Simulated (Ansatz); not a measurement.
Computed with Ansatz on PBE0-D4/def2-TZVP structures; ΔE is electronic, products minus reactants. CBS: MP2 limit from def2 TZ/QZ plus the TZ coupled-cluster correction, frozen cores. This one scheme is used for every species. DFT in def2-TZVPP. Triplets are unrestricted, without spin–orbit coupling. For Se outer-core shells are correlated without core-valence functions, which leaves a few kJ/mol of doubt a bond. Scalar relativity is left out up to krypton. One conformer a species, not always the lowest.

Consider the formal loss of a carbene: `[SiH3]C[SiH2][SeH]` → `[CH2]` (triplet) + `[SiH3][SiH2][SeH]`.

`[SiH3]C[SiH2][SeH]`:

Z-matrix (Å, degrees):
```
Si
C 1 1.878
H 1 1.484 2 110.7
H 1 1.489 2 109.9 3 119.8
H 1 1.487 2 110.3 3 -120.8
Si 2 1.865 1 114.3 3 79.3
H 2 1.096 1 109.2 3 -160.0
H 2 1.095 1 109.0 3 -43.6
Se 6 2.284 2 112.5 1 -47.4
H 6 1.485 2 110.5 1 67.5
H 6 1.486 2 110.8 1 -171.1
H 9 1.470 6 93.2 2 -62.0
```

`[CH2]` (triplet):

Cartesian coordinates in Å:
```
C 0.065 0.237 -0.125
H -0.746 -0.280 -0.614
H 0.681 0.043 0.739
```

`[SiH3][SiH2][SeH]`:

Cartesian coordinates in Å:
```
Si 1.113 -0.538 0.640
Si -0.869 -0.278 -0.571
Se -1.780 1.774 -0.135
H 1.771 -1.837 0.330
H 0.820 -0.469 2.095
H 2.042 0.567 0.279
H -0.640 -0.470 -2.028
H -1.912 -1.238 -0.125
H -0.545 2.488 -0.484
```

```tsv
level	ΔE (eV)
CAM-B3LYP	4.85
RPA@PBE/def2-TZVPP	4.77
HF/CBS(def2)	3.43
MP2/CBS(def2)	5.21
```

Problem. What does CCSD(T)/CBS give? (Estimate.)

Solution. The calculation gave: +4.99 eV. The listed levels differ from it by -0.14, -0.22, -1.56, 0.22 eV.

Largest T1 diagnostic among the species: 0.011.

At CCSD(T), def2-SVP lies −0.31 eV from the extrapolated value and def2-TZVPP −0.13 eV. In def2-TZVPP, CCSD(T) changes the Hartree–Fock value by +1.43 eV (the triples alone add +0.12 eV) and MP2 by +1.66 eV.
